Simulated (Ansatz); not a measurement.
Ben (charge +1): gap (eV) at several levels, gas phase, relaxed structures; Ansatz. Clusters are the lowest isomers that short searches found in that spin, judged at the geometry's level. HOMO and LUMO are taken over both spins. The structures are stationary points that may keep the symmetry of their start.

```
species    state       geometry  PBE/def2-SVP  PBE/def2-TZVP  r2SCAN/def2-TZVP  PBE0/def2-SVP  PBE0/def2-TZVP
   Be4⁺  doublet  PBE/def2-TZVP          0.38           0.33              0.78           2.12            2.09
   Be5⁺  doublet  PBE/def2-TZVP          0.84           0.94              1.18           2.10            2.23
  Be10⁺  doublet   PBE/def2-SVP          0.43           0.41              0.78           1.59            1.66
  Be12⁺  doublet  PBE0/def2-SVP          0.41           0.42              0.69           1.80            1.82
```

Estimate the rows for Be3⁺ (doublet, PBE0/def2-TZVP geometry); Be6⁺ (doublet, PBE0/def2-TZVP geometry).


| species | state | geometry | PBE/def2-SVP | PBE/def2-TZVP | r2SCAN/def2-TZVP | PBE0/def2-SVP | PBE0/def2-TZVP |
| --- | --- | --- | --- | --- | --- | --- | --- |
| Be3⁺ | doublet | PBE0/def2-TZVP | 0.72 | 0.81 | 1.02 | 1.74 | 1.90 |
| Be6⁺ | doublet | PBE0/def2-TZVP | 0.64 | 0.66 | 1.06 | 2.27 | 2.29 |

Over the 6 species that have every level, the mean is 0.57 at PBE/def2-SVP, 0.60 at PBE/def2-TZVP, 0.92 at r2SCAN/def2-TZVP, 1.94 at PBE0/def2-SVP, 2.00 at PBE0/def2-TZVP. Orbital gaps grow with the share of exact exchange and aren't one observable across functionals.
